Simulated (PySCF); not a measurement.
H$_{2}$OSZn, singlet, at a GFN2-xTB geometry (such geometries of metal compounds can be far from the true shape), atoms displaced at random by about 0.08 Å a coordinate; PySCF with R2SCAN/STO-3G, gradient.

Here is a job for PySCF.
```python
from pyscf import gto, scf, dft

mol = gto.M(
    atom='''
Zn    0.27023818   -0.24346973    0.29851111
O     1.39954604   -1.32231598   -0.70419147
H     1.88010918   -1.89690153   -0.48679505
S    -1.16387550    1.36206113   -0.00554323
H    -1.59833003    1.47085767    1.27521877
''',
    basis='sto-3g',
    verbose=4,
)

mf = dft.RKS(mol)
mf.xc = 'r2scan'
mf.kernel()
g = mf.nuc_grad_method()
grad = g.kernel()
```

The log (banner, timings and long lists left out):

```
PySCF version 2.14.0

[INPUT] verbose = 4
[INPUT] num. atoms = 5
[INPUT] num. electrons = 56
[INPUT] charge = 0
[INPUT] spin (= nelec alpha-beta = 2S) = 0
[INPUT] symmetry False subgroup None
[INPUT] Mole.unit = angstrom
[INPUT] Symbol           X                Y                Z      unit          X                Y                Z       unit  Magmom
[...]
nuclear repulsion = 230.136286520209
number of shells = 18
number of NR pGTOs = 102
number of NR cGTOs = 34
basis = sto-3g
ecp = {}

******** <class 'pyscf.dft.rks.RKS'> ********
method = RKS
initial guess = minao
damping factor = 0
level_shift factor = 0
DIIS = <class 'pyscf.scf.diis.CDIIS'>
diis_start_cycle = 1
diis_space = 8
diis_damp = 0
SCF conv_tol = 1e-09
SCF conv_tol_grad = None
SCF max_cycles = 50
direct_scf = True
direct_scf_tol = 1e-13
XC library pyscf.dft.libxc version 7.1.2
    S. Lehtola, C. Steigemann, M. J. T. Oliveira, and M. A. L. Marques,  SoftwareX 7, 1–5 (2018)
XC functionals = r2scan
    J. W. Furness, A. D. Kaplan, J. Ning, J. P. Perdew, and J. Sun,  J. Phys. Chem. Lett. 11, 8208–8215 (2020)
    J. W. Furness, A. D. Kaplan, J. Ning, J. P. Perdew, and J. Sun,  J. Phys. Chem. Lett. 11, 9248–9248 (2020)
    J. W. Furness, A. D. Kaplan, J. Ning, J. P. Perdew, and J. Sun,  J. Phys. Chem. Lett. 11, 8208–8215 (2020)
    J. W. Furness, A. D. Kaplan, J. Ning, J. P. Perdew, and J. Sun,  J. Phys. Chem. Lett. 11, 9248–9248 (2020)
radial grids:
    Treutler-Ahlrichs [JCP 102, 346 (1995); DOI:10.1063/1.469408] (M4) radial grids

becke partition: Becke, JCP 88, 2547 (1988); DOI:10.1063/1.454033
pruning grids: <function nwchem_prune>
grids dens level: 3
symmetrized grids: False
atomic radii adjust function: <function treutler_atomic_radii_adjust>
small_rho_cutoff = 0
Set gradient conv threshold to 3.16228e-05
Initial guess from minao.
tot grids = 73224
init E= -2225.91335997783
[...]
cycle= 1 E= -2206.53874126004  delta_E= 19.4  |g|= 6.72  |ddm|= 7.69
[...]
cycle= 2 E= -2217.5625285688  delta_E=  -11  |g|= 1.91  |ddm|= 8.27
[...]
cycle= 3 E= -2193.96998288089  delta_E= 23.6  |g|= 3.62  |ddm|= 11.7
[...]
cycle= 4 E= -2222.25943966025  delta_E= -28.3  |g|= 2.72  |ddm|= 10.1
[...]
cycle= 5 E= -2226.75572605426  delta_E= -4.5  |g|= 1.15  |ddm|= 6.18
[...]
cycle= 6 E= -2209.40745771807  delta_E= 17.3  |g|= 5.31  |ddm|= 8.03
[...]
cycle= 7 E= -2208.66883862391  delta_E= 0.739  |g|= 5.59  |ddm|= 0.472
[...]
cycle= 8 E= -2207.98334704444  delta_E= 0.685  |g|= 5.85  |ddm|= 0.42
[...]
[...]
[...]
cycle= 28 E= -2224.4669416091  delta_E= 2.58  |g|= 2.08  |ddm|= 4.46
[...]
cycle= 29 E= -2224.62020001465  delta_E= -0.153  |g|= 1.99  |ddm|= 0.339
[...]
cycle= 30 E= -2227.24547831483  delta_E= -2.63  |g|= 0.95  |ddm|= 2.93
[...]
cycle= 31 E= -2223.74136894311  delta_E=  3.5  |g|= 2.75  |ddm|= 3.79
[...]
cycle= 32 E= -2227.45613313422  delta_E= -3.71  |g|= 0.645  |ddm|= 3.84
[...]
cycle= 33 E= -2227.54578326136  delta_E= -0.0897  |g|= 0.638  |ddm|= 3.07
[...]
cycle= 34 E= -2227.5441772951  delta_E= 0.00161  |g|= 0.666  |ddm|= 0.41
[...]
cycle= 35 E= -2227.5566385811  delta_E= -0.0125  |g|= 0.628  |ddm|= 0.306
[...]
cycle= 36 E= -2227.57114850852  delta_E= -0.0145  |g|= 0.621  |ddm|= 0.682
[...]
cycle= 37 E= -2227.53768471029  delta_E= 0.0335  |g|= 0.64  |ddm|= 0.514
[...]
cycle= 38 E= -2227.64662468268  delta_E= -0.109  |g|= 0.35  |ddm|= 0.732
[...]
cycle= 39 E= -2227.42410161938  delta_E= 0.223  |g|= 0.602  |ddm|= 3.05
[...]
cycle= 40 E= -2227.4742087684  delta_E= -0.0501  |g|= 0.552  |ddm|= 0.299
[...]
cycle= 41 E= -2227.47727530894  delta_E= -0.00307  |g|= 0.551  |ddm|= 0.124
[...]
cycle= 42 E= -2227.4660773906  delta_E= 0.0112  |g|= 0.558  |ddm|= 0.333
[...]
cycle= 43 E= -2227.45025622557  delta_E= 0.0158  |g|= 0.581  |ddm|= 0.329
[...]
cycle= 44 E= -2227.53909848639  delta_E= -0.0888  |g|= 0.545  |ddm|= 1.09
[...]
cycle= 45 E= -2227.43917677991  delta_E= 0.0999  |g|= 0.623  |ddm|= 0.973
[...]
cycle= 46 E= -2227.37561428563  delta_E= 0.0636  |g|= 0.624  |ddm|= 0.945
[...]
cycle= 47 E= -2226.82518467458  delta_E= 0.55  |g|= 1.18  |ddm|= 3.37
[...]
cycle= 48 E= -2227.67186019433  delta_E= -0.847  |g|= 0.209  |ddm|= 2.16
[...]
cycle= 49 E= -2227.49343470278  delta_E= 0.178  |g|= 0.513  |ddm|= 2.99
[...]
cycle= 50 E= -2227.55515388727  delta_E= -0.0617  |g|= 0.449  |ddm|= 0.459
SCF not converged.
SCF energy = -2227.55515388727

WARN: Ground state RKS not converged

******** <class 'pyscf.grad.rks.Gradients'> for <class 'pyscf.dft.rks.RKS'> ********
unit = Eh/Bohr
grid_response = False
--------------- RKS gradients ---------------
         x                y                z
0 Zn    -0.0567182850     0.0675027820    -0.0111236698
1 O     0.3647162036    -0.4325194432     0.1389440816
2 H    -0.2885642202     0.3494033730    -0.1587158938
3 S    -0.0133211386     0.0085806984     0.0345700146
4 H    -0.0059302222     0.0069970933    -0.0071085849
----------------------------------------------
```

Convergence was not reached.
